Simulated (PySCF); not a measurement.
Working out the ionisation energy of Os²⁺

Os²⁺ [Xe] 4f14 5d6 (5D) → Os³⁺ [Xe] 4f14 5d5 (6S). Calculation: PySCF 2.14, in def2-TZVPPD with the def2 core potential (60 electrons); a scalar-relativistic core potential. Frozen: 5s2 5p6. Energies in hartree (1 hartree = 27.21139 eV):

```csv
part,Os²⁺ (lower),Os³⁺ (upper)
UHF,-89.011395,-88.094250
CCSD correlation,-0.102314,-0.056705
(T),-0.002684,-0.000543
```

What does Hartree-Fock give?

(-88.094250) − (-89.011395) = 0.917145 hartree = 24.957 eV.

What do CCSD and CCSD(T) give?

The CCSD correlation energies differ by 0.045609 hartree = 1.241 eV and the triples by 0.002141 hartree = 0.058 eV, so CCSD gives 26.198 eV and CCSD(T) 26.256 eV.

Reference: 25 ± 1.6 eV (theoretical estimate listed by NIST; NIST Atomic Spectra Database, ionization energies), between the lowest levels; spin-orbit coupling is absent from the calculation.

What remains against the reference includes basis incompleteness, the frozen core and higher excitations.
